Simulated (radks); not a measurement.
Results of a calculation; reference values are marked as such.
All-electron atom: Ba+ in [Xe] 6s1 (the NIST ground configuration). Level of theory: scalar-relativistic Kohn-Sham, PBE, spin-unpolarised, spherical densities, finite nucleus; Fermi nuclear charge, rms radius 4.8378 fm (a radial shooting solver on a logarithmic mesh with Libxc functionals).

Normalised radial functions P(r) = r R(r), r in bohr:

r,5s
0.00104,0.0317
0.001211,0.0361
0.001409,0.0410
0.001654,0.0467
0.001925,0.0527
0.002242,0.0594
0.00261,0.0667
0.003038,0.0746
0.003537,0.0831
0.004117,0.0919
0.004832,0.1016
0.005625,0.1107
0.006548,0.1195
0.007623,0.1275
0.008874,0.1340
0.01033,0.1383
0.01203,0.1393
0.01411,0.1358
0.01643,0.1266
0.01913,0.1107
0.02227,0.0869
0.02592,0.0546
0.03018,0.0138
0.03513,-0.0343
0.04123,-0.0898
0.048,-0.1424
0.05588,-0.1880
0.06505,-0.2182
0.07573,-0.2239
0.08816,-0.1970
0.1026,-0.1332
0.1204,-0.0291
0.1402,0.0924
0.1632,0.2131
0.19,0.3029
0.2212,0.3306
0.2575,0.2739
0.2998,0.1304
0.3518,-0.0866
0.4096,-0.3009
0.4768,-0.4555
0.5551,-0.4902
0.6462,-0.3743
0.7523,-0.1222
0.8758,0.2086
1.028,0.5531
1.197,0.7987
1.393,0.9175
1.622,0.9006
1.888,0.7737
2.198,0.5865
2.559,0.3926
3.002,0.2241
3.495,0.1144
4.069,0.0503
4.737,0.0187
5.515,0.0057
6.42,0.0014
7.474,0.0003
8.771,0.0000
10.21,0.0000
11.89,0.0000
13.84,0.0000

5s: eigenvalue -39.338 eV, 4 radial nodes at r = 0.0316, 0.125, 0.331, 0.798 bohr, <r> = 1.64 bohr, 90 % of the charge inside 2.35 bohr.
